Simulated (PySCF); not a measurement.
# Computed properties of CH4N2O2Si, SMILES N#CO[Si@@H](N)O

CH₄N₂O₂Si, SMILES N#CO[Si@@H](N)O. Geometry optimised at TPSSh-D3(BJ)/def2-SVP. The structure was generated by enumeration; whether it is a known compound was not checked. The values are those of a single conformer. All values are computed for the isolated molecule unless a solvent is named; none is compared with measurement here.

**Structure.** All 24 harmonic modes at TPSSh-D3(BJ)/def2-SVP (PySCF) are real, so it is a minimum. With heavy atoms numbered as in [N:1]#[C:2][O:3][Si@@H:4]([NH2:5])[OH:6], the shortest bond between them is N1–C2 at 1.170 Å and the longest O3–Si4 at 1.754 Å.

**Vibrations.** The strongest infrared lines (harmonic, unscaled, degenerate partners summed) lie at 883 cm⁻¹ (238 km/mol, H 38 %, O 32 %, Si 26 %), 1014 cm⁻¹ (236 km/mol, Si 45 %, H 26 %, O 14 %, N 14 %), 2362 cm⁻¹ (225 km/mol, C 61 %, N 29 %). The softest mode is at 34 cm⁻¹ and the zero-point energy is 39.0 kcal/mol.

**Electronic structure.** PBE0/def2-TZVP (PySCF) places the frontier levels at -8.47 and 0.29 eV, a gap of 8.76 eV, and gives a dipole moment of 4.88 D and a mean polarisability of 52.0 bohr³. PBE/def2-TZVP (PySCF) at the same geometry gives -7.03 and -0.65 eV, so its gap is 2.38 eV narrower. An orbital gap is neither the optical nor the fundamental gap.

**Excitations.** TDDFT-CAM-B3LYP/def2-SVPD (PySCF) has S1 at 7.29 eV (170 nm, f = 0.022, weak); the most intense of the 10 singlets computed lies at 7.40 eV (f = 0.03). T1 (TDA) is at 6.52 eV. TDDFT-PBE/def2-SVPD (PySCF) puts S1 at 6.25 eV. No vertical singlet excitation falls in the visible range (under 3.1 eV).

**NMR.** GIAO shifts at HF/pcSseg-1 (PySCF) (non-relativistic, atoms alike by connectivity averaged): ¹³C at 124.8 ppm against TMS; ¹H from 2.0 to 4.3 ppm against TMS; ²⁹Si at -44.1 ppm against TMS.

**Solvation.** SMD-M06-2X/def2-SVP (PySCF) gives -6.8 kcal/mol in water, -6.4 kcal/mol in cyclohexanone, -6.6 kcal/mol in dimethylsulfoxide (1 M in both phases, gas-phase geometry).
